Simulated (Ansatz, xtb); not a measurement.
## Two isomers of C5H4ClNS2

Structure a is `CC(=S)c1sncc1Cl`, a singlet and structure b is `CC(=S)c1ncsc1Cl`, a singlet. Both are isolated molecules in the gas phase, relaxed with r2SCAN-D4/def2-SVP, each in the lowest conformer that the search found.

Quicker runs give these differences E(b) − E(a): GFN2-xTB −0.04 kcal/mol; HF/STO-3G −4.53 kcal/mol (at GFN2-xTB geometries); r2SCAN-D4/def2-SVP//GFN2-xTB −1.42 kcal/mol.

Task: Estimate E(b) − E(a) at the level CCSD(T)/def2-SVP + ΔMP2/def2-TZVPP.

Result: Not settled: CCSD(T)/def2-SVP + ΔMP2/def2-TZVPP gives E(b) − E(a) = +1.25 kcal/mol, but this leans on the basis-set step: CCSD(T) alone gives −2.17 kcal/mol.

Level by level:

| level | geometry | E(b) − E(a) (kcal/mol) | departure from the last row (kcal/mol) | job, with rough time for the two |
| --- | --- | --- | --- | --- |
| GFN2-xTB | GFN2-xTB | −0.04 | −1.29 | optimisation, 0.43 s |
| HF/STO-3G | GFN2-xTB | −4.53 | −5.77 | single point, 0.74 s |
| r2SCAN-D4/def2-SVP//GFN2-xTB | GFN2-xTB | −1.42 | −2.67 | single point, 5.8 s |
| r2SCAN-D4/def2-SVP | r2SCAN-D4/def2-SVP | −1.29 | −2.54 | optimisation, 57 s |
| HF/def2-SVP | r2SCAN-D4/def2-SVP | −4.17 | −5.42 | part of the CCSD(T) run |
| MP2/def2-SVP | r2SCAN-D4/def2-SVP | −1.55 | −2.80 | part of the CCSD(T) run |
| CCSD(T)/def2-SVP | r2SCAN-D4/def2-SVP | −2.17 | −3.42 | single point |
| CCSD(T)/def2-SVP + ΔMP2/def2-TZVPP | r2SCAN-D4/def2-SVP | +1.25 |  | single point, 2.6 min |

As drawn, b has 1 C∷N, 1 C∷S in place of 1 N∷S, 1 C∷C (∷ is an aromatic bond).

HF/STO-3G, r2SCAN-D4/def2-SVP//GFN2-xTB, r2SCAN-D4/def2-SVP, HF/def2-SVP, MP2/def2-SVP, CCSD(T)/def2-SVP put the two in the other order. GFN2-xTB finds them nearly level. The largest departure from CCSD(T)/def2-SVP + ΔMP2/def2-TZVPP is that of HF/STO-3G, 5.77 kcal/mol. The last row adds to CCSD(T) the change of the MP2 difference between the two basis sets, here +3.42 kcal/mol, a large step that makes the value less sure.

With thermal terms from frequencies at re-optimised GFN2-xTB minima (ideal gas, soft modes damped towards free rotors, one conformer each, 298.15 K, 1 atm): on the last row, ΔE + ΔZPE = +1.09, ΔH = +1.19, ΔG = +0.92 kcal/mol.

The correlated steps freeze 21 core orbitals. Codes used: Ansatz 0.2.0, xtb 6.7.1; the last row on 4 threads of Arm Neoverse V1 on a shared host.
